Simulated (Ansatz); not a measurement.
Cs₄H₃. Charge 0, multiplicity 2. Geometry PBE0-D4/def2-TZVP.

```
atom   x (Å)   y (Å)   z (Å)
 Cs1  -1.781   1.639  -1.877
 Cs2   0.431  -2.798  -1.052
 Cs3  -1.153  -0.301   1.956
 Cs4   3.703   3.063   0.153
  H5   0.107   1.855   0.183
  H6  -1.738  -0.954  -0.956
  H7   0.430  -2.504   1.592
```

In the def2 sets Cs takes a core potential; there is no spin–orbit coupling. HSE06 is defined as in plane-wave codes, on full-range PBE exchange. Another isomer (doublet) lies 0.23 eV lower at PBE0-D4/def2-TZVP; other spin states weren't run for this one.

(1) Estimate the α-spin orbital energies around the gap (eV) in Ansatz with PBE-D4/def2-TZVP, r2SCAN-D4/def2-TZVP, r2SCANh-D4/def2-TZVP, PBE0-D4/def2-TZVP, HSE06-D4/def2-TZVP.

Answers

(1) 
| orbital | PBE-D4/def2-TZVP | r2SCAN-D4/def2-TZVP | r2SCANh-D4/def2-TZVP | PBE0-D4/def2-TZVP | HSE06-D4/def2-TZVP |
| --- | --- | --- | --- | --- | --- |
| HOMO−9 | -12.53 | -12.97 | -13.47 | -13.96 | -13.54 |
| HOMO−8 | -12.44 | -12.87 | -13.38 | -13.89 | -13.47 |
| HOMO−7 | -12.33 | -12.76 | -13.26 | -13.78 | -13.35 |
| HOMO−6 | -12.13 | -12.53 | -13.03 | -13.53 | -13.11 |
| HOMO−5 | -12.04 | -12.44 | -12.94 | -13.44 | -13.02 |
| HOMO−4 | -11.97 | -12.37 | -12.86 | -13.37 | -12.96 |
| HOMO−3 | -3.99 | -4.07 | -4.46 | -4.98 | -4.58 |
| HOMO−2 | -3.60 | -3.71 | -4.09 | -4.57 | -4.18 |
| HOMO−1 | -3.26 | -3.30 | -3.67 | -4.19 | -3.80 |
| HOMO | -1.73 | -1.73 | -1.87 | -2.07 | -1.78 |
| LUMO | -1.22 | -0.92 | -0.82 | -0.83 | -1.09 |
| LUMO+1 | -1.06 | -0.73 | -0.63 | -0.66 | -0.93 |
| LUMO+2 | -0.73 | -0.47 | -0.37 | -0.37 | -0.62 |
| LUMO+3 | -0.61 | -0.36 | -0.26 | -0.26 | -0.52 |
| LUMO+4 | -0.53 | -0.25 | -0.15 | -0.19 | -0.44 |
| LUMO+5 | -0.38 | -0.18 | -0.09 | -0.04 | -0.30 |
| β HOMO | -3.26 | -3.30 | -3.67 | -4.18 | -3.79 |
| β LUMO | -1.25 | -1.06 | -1.01 | -0.80 | -1.07 |
